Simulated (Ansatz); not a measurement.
```yaml
crystal:
  periodic: [false, false, false]
  atoms:
    - {symbol: Sn, position_ang: [-1.940674, 0.987391, 0.723783]}
    - {symbol: Sn, position_ang: [0.490929, -0.428704, -2.121643]}
    - {symbol: Sn, position_ang: [-0.161342, -1.581512, 1.654694]}
    - {symbol: Sn, position_ang: [1.231342, 1.354379, 1.383720]}
    - {symbol: Te, position_ang: [2.293462, -1.074150, 0.149372]}
    - {symbol: Te, position_ang: [-1.871077, -1.555938, -0.717084]}
    - {symbol: Te, position_ang: [-0.042649, 2.298534, -1.072843]}
basis:
  gaussian: {orbitals: def2-TZVP, final_grid: {core_spheres: 20, valence_spheres: 16, degree: 47}, nuclear_model: gaussian}
hamiltonian: {xc: {name: PBE}, dispersion: d3bj}
smearing: {width: 0.1}
output: {forces: true}
```

```sh
$ ansatz run in.yaml --threads 4 --pin off --events-out ev --progress --plain --max-ram 4787MiB
```

Shortened log:

```
Error: YAML parse error: error: line 14 column 1: unknown field `smearing`, expected one of crystal, accuracy, basis, kpoints, hamiltonian, magnetization, projection, total_charge, correlation, batch, efield, external_charges, scf, relax, neb, saddle, md, ramp, phonons, dielectric, real_time, elastic, magnetic_configurations, gw, evaluate, workflow, output, checkpoint, execution
12 |   gaussian: {orbitals: def2-TZVP, final_grid: {core_spheres: 20, …
13 | hamiltonian: {xc: {name: PBE}, dispersion: d3bj}
14 | smearing: {width: 0.1}
15 | output: {forces: true}
```

Q: Something in this input is off. What?

A: The input holds a key that doesn't belong there. The program refused the input.
